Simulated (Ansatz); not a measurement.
`C[Si](O)(O)[SiH3]` + `[SiH3]/C=C/[SiH2]Cl` → `C[Si](O)([SiH3])Cl` + `O[SiH2]/C=C/[SiH3]`  (redistribution)

Calculated with Ansatz (gas phase, PBE0-D4/def2-TZVP geometries, no zero-point term in ΔE). CBS: MP2 limit from def2 TZ/QZ plus the TZ coupled-cluster correction, frozen cores. Double bonds are as drawn, so ΔE can hold a change between cis and trans. DFT in def2-TZVPP. HSE06 is defined as in plane-wave codes. One conformer a species, not always the lowest.

```tsv
level	ΔE (kJ/mol)	difference from CCSD(T)/CBS
revPBE-D4	4.1	-0.8
BLYP-D4	3.9	-1.0
r2SCAN-D4	3.8	-1.1
HSE06	5.2	0.3
BHLYP	5.0	0.1
CAM-B3LYP	5.5	0.6
LC-ωPBE	5.3	0.4
RPA@PBE/def2-TZVPP	5.7	0.8
MP2/def2-QZVPP	4.1	-0.8
CCSD/CBS(def2)	5.0	0.1
CCSD(T)/CBS	4.9	0
```

Problem. What do rigid-rotor, harmonic-oscillator terms from PBE0-D4/def2-TZVP frequencies (298.15 K, 1 bar) make of the CCSD(T)/CBS value? (Best estimate.)

Solution. Computed: ΔZPE = -0.9 kJ/mol, ΔH = +4.6 kJ/mol, ΔS = 2 J/(mol·K), ΔG = +3.9 kJ/mol.

Largest T1 diagnostic among the species: 0.012.

Leaving LDA and LC-ωPBE aside and taking each functional with its dispersion term where it has one, the values, not all of them listed here, spread over 2.1 kJ/mol, from BHLYP-D4 to B2PLYP.

CCSD(T)/CBS has its own doubt, a few kJ/mol and more with outer-core shells, so smaller differences from it don't rank the levels.
